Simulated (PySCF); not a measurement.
# Vertical excitation energies

C5H10OSi.
Structure used (PBE0-D3(BJ)/def2-SVP), in Å, numbered top down from 1:
```
atom  x, y, z in Å
Si1    3.1264    0.5088   -0.5641
O2     1.5523    0.0156   -0.2800
C3     1.1747   -1.0167    0.5178
C4    -0.0650   -1.1344    1.0050
C5    -1.1565   -0.1740    0.7732
C6    -2.1757    0.0867    1.8551
C7    -2.5764   -0.6625    0.6264
H8     3.0487    1.5132   -1.6559
H9     3.9602   -0.6619   -0.9764
H10    3.7265    1.1176    0.6613
H11    1.9418   -1.7732    0.7290
H12   -0.2769   -2.0168    1.6169
H13   -0.8720    0.6826    0.1566
H14   -2.0727   -0.4717    2.7899
H15   -2.5308    1.1125    1.9840
H16   -2.7506   -1.7389    0.7114
H17   -3.2126   -0.1630   -0.1089
```

Level of theory: TDDFT B3LYP/def2-SVPD, vertical, gas phase, core orbitals frozen in the response (PySCF 2.14.0, density-fitted response routines).

```csv
state,λ (nm),E (eV),f,|μ| (D),"main configurations (H = HOMO, L = LUMO)"
S1,245.6,5.05,0.0009,0.22,H→L (99%)
S2,211.6,5.86,0.076,1.85,"H→L+2 (67%), H→L+1 (24%)"
S3,208.3,5.95,0.194,2.93,"H→L+1 (39%), H→L+2 (30%), H→L+4 (26%)"
S4,204.0,6.08,0.147,2.52,"H→L+3 (36%), H→L+4 (35%), H→L+1 (21%)"
S5,200.3,6.19,0.073,1.76,"H→L+3 (61%), H→L+4 (30%)"
S6,192.9,6.43,0.028,1.08,H→L+5 (96%)
S7,183.3,6.76,0.0012,0.22,H→L+6 (95%)
S8,178.4,6.95,0.063,1.55,"H→L+7 (50%), H→L+8 (40%)"
S9,175.2,7.08,0.120,2.12,"H→L+8 (57%), H→L+7 (33%)"
S10,168.3,7.37,0.037,1.16,H→L+9 (94%)
```

Triplets, Tamm–Dancoff:

```csv
state,E (eV),λ (nm),"main configurations (H = HOMO, L = LUMO)"
T1,4.05,305.8,H→L+1 (84%)
T2,4.95,250.7,H→L (98%)
T3,5.82,212.9,"H→L+2 (84%), H→L+4 (8%)"
T4,5.95,208.2,"H→L+4 (76%), H→L+2 (12%), H→L+3 (9%)"
```

The lowest singlet comes at 246 nm (487 kJ/mol) in the ultraviolet; it is very weak; its leading configuration is HOMO→LUMO (99%). The most intense listed level is S3 at 5.95 eV (208 nm, f = 0.194), 0.90 eV above S1. Löwdin shares by element: HOMO carbon 61% or more, oxygen 17% (atoms not listed hold the other 22%); LUMO silicon 39%, hydrogen 34% or more (atoms not listed hold the other 27%). The oscillator strengths of these states sum to 0.740; summed over the whole spectrum of an exact calculation they would give the number of electrons, 62 (Thomas–Reiche–Kuhn). Weighted by f, the mean energy of these states is 6.35 eV. The listed states span 2.32 eV, and the widest gap between neighbours is 0.81 eV (S1 to S2). The vertical ionisation energy (ΔSCF) is 8.10 eV, 0.73 eV above S10. Singlets were solved by full linear response, triplets in the Tamm–Dancoff approximation.

The run took 1.7 min of wall time on one thread, Arm Neoverse V1 (aarch64), no GPU, on a shared host, and the process peaked at 1.1 GiB of memory.

One conformer stands for the species.
